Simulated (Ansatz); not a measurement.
Q: Name a neutral molecule of F, Y with ideal-gas entropy at 298 K and 1 bar (rigid rotor, harmonic PBE0-D4/def2-TZVP) between 304 and 320 J/(mol·K) and size of the dipole moment (B3LYP/def2-TZVPP) between 0.00 and 0.30 D (Ansatz, PBE0-D4/def2-TZVP geometry).

A: `[F][Y]([F])[F]` (319 J/(mol·K), 0.00 D). Other molecules can fit too; these were computed, each in one conformer that needn't be the lowest.

B3LYP here is the variant with VWN-RPA as its local correlation; programs differ in this.
